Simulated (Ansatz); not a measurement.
Ansatz (a first-principles code) input:

Ansatz 0.2 input:
```yaml
crystal:
  periodic: [false, false, false]
  atoms:
    - {symbol: Ga, position_ang: [-0.00000000, -0.00000000, 0.00000000]}
    - {symbol: F, position_ang: [-1.47532135, -0.91056668, 0.00813003]}
    - {symbol: F, position_ang: [0.01674986, 1.61779287, -0.62308629]}
    - {symbol: F, position_ang: [1.45857148, -0.70722619, 0.61495626]}
basis:
  gaussian:
    orbitals: STO-3G
magnetization: {spin_polarized: false}
correlation: {method: fci, electrons: outside_noble_gas}
```

Problem. Which total energy does the run end on?

Solution. -2195.11768 Eh (FCI/STO-3G). The basis has 33 functions.
